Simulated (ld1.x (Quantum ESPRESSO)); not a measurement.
Ranking TM potentials for In (Z = 49)

All share these settings but for the change named:

- Element: In
- Generator: ld1.x (Quantum ESPRESSO) 7.5
- Type: norm-conserving Troullier–Martins (Kleinman–Bylander form)
- Functional: BP86
- Relativity: scalar-relativistic
- Frozen core: [Kr]
- Valence charge: 13
- Reference configuration: 4d10 5s2 5p0.5 (charge +0.5)
- Partial waves: 5s (bound): rc 2.15 bohr; 5p (bound): rc 2.65 bohr; 4d (bound): rc 1.35 bohr
- Local potential: all-electron potential smoothed inside 2.40 bohr (lloc = -1)
- Core correction: Bessel-smoothed model core, default radius (core density twice the valence density)

Test errors are all-electron minus pseudo excitation energies from the reference, over 4d10 5s2 5p1; 4d10 5s2 5p0; 4d10 5s1 5p0; 4d9 5s2 5p1; 4d9 5s2 5p2; 4d10 5s1 5p2; 4d9 5s0 5p0. None of these files shows a bound ghost.

The base gives 238.2 meV.

Of 10 variants that were run, those that failed, showed a ghost or another fault, or gave nearly equal values are left out.

A variant can come out equal or close to the base, since the largest error may sit in a test that the change hardly touches while other tests move.

(1) Rank these variants by their largest absolute test error, smallest first.
A. core correction Bessel-smoothed model core inside 1.42 bohr
B. type ultrasoft; waves now 5s (bound): rcut 1.85, rcutus 2.15 bohr; 5s channel at 1.3 Ry: rcut 1.85, rcutus 2.15 bohr; 5p (bound): rcut 2.30, rcutus 2.65 bohr; 5p channel at 0.15 Ry: rcut 2.30, rcutus 2.65 bohr; 4d (bound): rcut 1.15, rcutus 1.35 bohr; 4d channel at 1.65 Ry: rcut 1.15, rcutus 1.35 bohr; local potential all-electron potential smoothed inside 1.95 bohr (lloc = -2); augmentation built from norm-conserving waves at rcut, not smoothed further
C. local potential the s channel

Answers

(1) B (204.3 meV), A (237.0 meV), C (324.5 meV).
